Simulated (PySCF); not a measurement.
HS₂, SMILES [S]S (connectivity only; charge and spin as stated), charge -1, multiplicity 1. Atoms are numbered in the order given.

```xyz
3

S      0.0127     1.0931     0.0000
S     -0.0888    -1.0083     0.0000
H      1.2187    -1.3575     0.0000
```
Charge -1, spin multiplicity 1.

Coordinates come from a B3LYP-D3(BJ)/def2-TZVPD optimisation. The spin state was assumed, not searched. The isomer is the one that the SMILES or the coordinates give; other isomers of the formula were not compared.

Calculation: CAM-B3LYP/def2-TZVPD (PySCF).

Symmetry labels are those of the subgroup Cs that the program uses (full group Cs).

**Question.** List the valence orbital energies around the gap with their symmetry. (Estimate from the structure and the level; the computed values follow.)

**Answer.** 
| orbital | symmetry | energy (eV) |
|---|---|---|
| HOMO−7 | A" | -155.37 |
| HOMO−6 | A' | -17.34 |
| HOMO−5 | A' | -12.91 |
| HOMO−4 | A' | -7.53 |
| HOMO−3 | A' | -5.08 |
| HOMO−2 | A" | -4.38 |
| HOMO−1 | A' | -1.98 |
| HOMO | A" | -1.17 |
| LUMO | A' | 3.88 |
| LUMO+1 | A' | 4.78 |
| LUMO+2 | A' | 5.02 |
| LUMO+3 | A" | 5.22 |
